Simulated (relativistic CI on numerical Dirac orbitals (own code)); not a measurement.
## Calculated levels, O VI

These numbers are calculated, not measured: Dirac-Coulomb-Breit CI, separate exchange-only KLI orbitals for each configuration, model QED (radiative potential, 1s self-energy scaled to tabulated hydrogen-like ionisation energies), valence Slater integrals scaled by 0.9, configuration energies shifted to the measured levels that pair with them (semi-empirical) (own radial code, finite nucleus).

Configurations in the expansion (outside the closed core 1s2): 2s, 2p, 3s, 3p, 3d, 4s, 4p, 4d, 4f, 5s, 6s, 6d, 7s, 7d, 9d. Levels of other configurations are missing.

The lowest level is 2s 2S_1/2, with 100 % of that term; Hund's rules for 2s give 2S with J = 1/2, in agreement.

| No. | Configuration | Term | J | E (cm⁻¹) | % | Next component (%) | jj configuration (%) |
| --- | --- | --- | --- | --- | --- | --- | --- |
| 1 | 2s | 2S | 1/2 | 0 | 100 |  | 2s (100) |
| 2 | 2p | 2P° | 1/2 | 96383 | 100 |  | 2p1/2 (100) |
| 3 | 2p | 2P° | 3/2 | 96900 | 100 |  | 2p3/2 (100) |
| 4 | 3s | 2S | 1/2 | 640040 | 100 |  | 3s (100) |
| 5 | 3p | 2P° | 1/2 | 666118 | 100 |  | 3p1/2 (100) |
| 6 | 3p | 2P° | 3/2 | 666265 | 100 |  | 3p3/2 (100) |
| 7 | 3d | 2D | 3/2 | 674628 | 100 |  | 3d3/2 (100) |
| 8 | 3d | 2D | 5/2 | 674674 | 100 |  | 3d5/2 (100) |
| 9 | 4s | 2S | 1/2 | 852696 | 100 |  | 4s (100) |
| 10 | 4p | 2P° | 1/2 | 863335 | 100 |  | 4p1/2 (100) |
| 11 | 4p | 2P° | 3/2 | 863396 | 100 |  | 4p3/2 (100) |
| 12 | 4d | 2D | 3/2 | 866881 | 100 |  | 4d3/2 (100) |
| 13 | 4d | 2D | 5/2 | 866901 | 100 |  | 4d5/2 (100) |
| 14 | 4f | 2F° | 5/2 | 867077 | 100 |  | 4f5/2 (100) |
| 15 | 4f | 2F° | 7/2 | 867087 | 100 |  | 4f7/2 (100) |
| 16 | 5s | 2S | 1/2 | 948690 | 100 |  | 5s (100) |
| 17 | 6s | 2S | 1/2 | 1000080 | 100 |  | 6s (100) |
| 18 | 6d | 2D | 3/2 | 1004174 | 100 |  | 6d3/2 (100) |
| 19 | 6d | 2D | 5/2 | 1004180 | 100 |  | 6d5/2 (100) |
| 20 | 7s | 2S | 1/2 | 1030780 | 100 |  | 7s (100) |
| 21 | 7d | 2D | 3/2 | 1033320 | 100 |  | 7d3/2 (100) |
| 22 | 7d | 2D | 5/2 | 1033324 | 100 |  | 7d5/2 (100) |
| 23 | 9d | 2D | 3/2 | 1065323 | 100 |  | 9d3/2 (100) |
| 24 | 9d | 2D | 5/2 | 1065325 | 100 |  | 9d5/2 (100) |

Energies count from the lowest computed level; ° marks odd parity. Filled j subshells are mostly left out of the jj labels.

The mean weight of the leading LS term, summed over parents, in these 24 levels is 100 %, and that of the leading jj configuration (from the same eigenvectors) 100 %.

Configurations whose levels could be paired with our table of measured levels were shifted onto them, all but the ground configuration, by the median error of their levels; single terms can still be off by 1,000 to 2,000 cm⁻¹ or more, and rates follow the energies as ν³ (E1, M1) or ν⁵ (E2). The others borrow a shift and can be off by several thousand cm⁻¹ or more. 23 of the 23 excited levels that our extract of the measured tables holds in this range could be paired (the sources list more); they are missed by 4 cm⁻¹ on average and 12 at most, after the shifts were fitted to these levels, and levels without a partner can miss by more.
